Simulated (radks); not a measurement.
Charge is removed step by step from the 4f up level of the cerium ion Ce2+, starting from [Xe] 4f(up 2, down 0). All-electron calculation, scalar-relativistic Kohn-Sham, PBE, spin-polarised, spherical densities, point nucleus. Program: a radial shooting solver on a logarithmic mesh with Libxc functionals.

removed (e)  E - E(0) (eV)  eigenvalue (eV)  E minus straight line (eV)
0                    0.000          -13.425                       0.000
0.1                  1.416          -14.827                      -0.682
0.2                  2.974          -16.268                      -1.221
0.3                  4.678          -17.745                      -1.614
0.4                  6.532          -19.257                      -1.858
0.5                  8.538          -20.802                      -1.948
0.6                 10.701          -22.378                      -1.883
0.7                 13.023          -23.984                      -1.658
0.8                 15.507          -25.618                      -1.271
0.9                 18.156          -27.281                      -0.719
1                   20.973          -28.970                       0.000

Removing the whole electron costs 20.973 eV by Delta-SCF, against 13.425 eV from minus the eigenvalue at the starting occupation. Slater's transition state (half an electron removed) gives 20.802 eV. Integrating minus the eigenvalue over the occupation (Janak's theorem) gives 20.933 eV. In this scalar-relativistic scheme the density is built from large components alone, so the theorem holds only approximately. The mean slope of the eigenvalue, de/dn, is 15.5 eV per electron. Ionisation energy of Ce2+ in the NIST Atomic Spectra Database: 20.197 eV (semi-empirical).
